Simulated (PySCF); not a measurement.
**Successive ionisation energies of hafnium**

Calculated with PySCF 2.14, two-component X2C-1e (Gaussian nucleus, no Breit or QED terms), each ion in its own even-tempered basis; GMP2 freezes the deep shells of the larger ions and drops the highest virtual spinors; eV.

```tsv
ion	configuration	GHF (spin-free)	GHF (screened spin-orbit)	GMP2 (screened spin-orbit)	NIST	kind
Hf⁵²⁺	[Ar] 3d2	4813.4	4848.8	4848.5	4846 ± 4	theoretical
Hf⁵³⁺	[Ar] 3d1	4941.7	4982.3	4981.9	4980 ± 5	theoretical
Hf⁵⁴⁺	[Ar]	5445.1	5354.0	5355.0	5350 ± 5	theoretical
Hf⁵⁵⁺	[Ne] 3s2 3p5	5558.8	5470.6	5471.7	5468 ± 5	theoretical
Hf⁵⁶⁺	[Ne] 3s2 3p4	5673.2	5598.5	5599.0	5595 ± 5	theoretical
Hf⁵⁷⁺	[Ne] 3s2 3p3	5827.3	5717.4	5718.0	5713 ± 6	theoretical
Hf⁵⁸⁺	[Ne] 3s2 3p2	5943.6	6154.7	6156.6	6149 ± 6	theoretical
Hf⁵⁹⁺	[Ne] 3s2 3p1	6061.3	6290.7	6290.8	6284 ± 7	theoretical
Hf⁶⁰⁺	[Ne] 3s2	6550.9	6550.3	6554.1	6545 ± 10	theoretical
Hf⁶¹⁺	[Ne] 3s1	6679.4	6678.9	6679.7	6674 ± 12	theoretical
Hf⁶²⁺	[Ne]	15052.3	14694.3	14695.9	14678 ± 15	theoretical
Hf⁶³⁺	[He] 2s2 2p5	15368.5	15014.5	15016.2	14999 ± 19	theoretical
```

(1) Where is the largest relative jump?

Answers

(1) From Hf⁶¹⁺ to Hf⁶²⁺: 6679.7 to 14695.9 eV, where the electron removed from [Ne] comes from a deeper shell or subshell.
